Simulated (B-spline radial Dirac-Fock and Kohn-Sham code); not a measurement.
Isotope-shift constants of the inner levels of Ba²⁺

System: the Ba²⁺ ion, configuration 1s2 2s2 2p6 3s2 3p6 3d10 4s2 4p6 4d10 5s2 5p6.

Level of theory: first-order field-shift and mass-shift constants from Dirac-Fock ground and hole states with a Fermi nucleus; the mass shift has no relativistic recoil terms; an atomic code on a B-spline grid. A binding energy shifts by δE = F·δ⟨r²⟩ + (K_N + K_S)·δ(1/M); F is taken for a change of radius at fixed skin thickness and so holds the higher radial moments.

```
     level  F (meV/fm²)
    K (1s)       -148.5
   L1 (2s)       -18.04
L2 (2p1/2)       0.5253
L3 (2p3/2)       0.9911
   M1 (3s)       -3.663
M2 (3p1/2)       0.1608
M3 (3p3/2)       0.2690
M4 (3d3/2)       0.2441
M5 (3d5/2)       0.2381
```

The mass shift is not given and not included below: at this Z its relativistic corrections are large. It matters little for K lines but can be comparable with the field shift of L lines.

Field shifts alone in meV from A = 138 (mass 137.9052 u, rms radius 4.8378 fm); radii from Angeli and Marinova (2013).

```
  A  mass (u)  radius (fm)    Kα1    Kα2    Kβ1   Lα1
120  119.9260       4.8092  +41.2  +41.1  +41.0  -0.2
121  120.9241       4.8176  +29.2  +29.1  +29.0  -0.1
122  121.9199       4.8153  +32.5  +32.4  +32.3  -0.2
126  125.9113       4.8221  +22.7  +22.6  +22.6  -0.1
127  126.9111       4.8204  +25.1  +25.0  +25.0  -0.1
128  127.9084       4.8255      ?      ?      ?     ?
133  132.9060       4.8286  +13.3  +13.3  +13.2  -0.1
134  133.9045       4.8322   +8.1   +8.1   +8.1   0.0
135  134.9057       4.8294  +12.1  +12.1  +12.1  -0.1
141  140.9144       4.8807  -62.3  -62.1  -62.0  +0.3
```

Question: What are the shifts for A = 128?

Answer: Kα1 +17.8 meV; Kα2 +17.7 meV; Kβ1 +17.7 meV; Lα1 -0.1 meV.

Values without a named source are computed, but for edge energies of neutral atoms, which are taken from tables.
